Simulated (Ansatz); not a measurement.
Coupled-cluster diagnostics for the cluster B₃N₃, Ansatz.

Geometry of the singlet (PBE0-D4/def2-SVP):

| atom | x (Å) | y (Å) | z (Å) |
| --- | --- | --- | --- |
| B1 | 0.661 | 0.030 | 0.145 |
| B2 | -1.852 | -0.300 | -0.550 |
| B3 | 2.975 | 0.714 | 1.035 |
| N4 | 1.936 | 0.148 | 0.467 |
| N5 | -0.592 | -0.121 | -0.194 |
| N6 | -3.128 | -0.472 | -0.904 |

Correlated methods freeze 6 core orbitals. Another isomer (singlet) lies 5.17 eV lower at PBE0-D4/def2-TZVP; other spin states weren't run for this one.

Question: Estimate the CCSD(T) correlation energy, the shares of MP2 and (T), T1 and the reference's ⟨S²⟩ for: charge 0, singlet, own geometry in def2-TZVPP; and the rough time on 4 threads of Arm Neoverse V1 on a shared host.

Answer: 
| state | basis | correlation (eV) | MP2 share (%) | (T) share (%) | T1 | ⟨S²⟩ (pure) | wall time | remarks |
| --- | --- | --- | --- | --- | --- | --- | --- | --- |
| charge 0, singlet, own geometry | def2-TZVPP | -23.382 | 89.1 | 6.4 | 0.069 | 0.00 (0.00) | 2.2 min | large T1 (0.069), stability undecided |
Customary marks for T1 are 0.02 (closed shells), 0.045 (open shells) and about 0.05 (3d metals). T1 exceeds 0.02 in 1 of 1 rows and 0.045 in 1; the higher it lies, the less the single-reference result can be trusted.
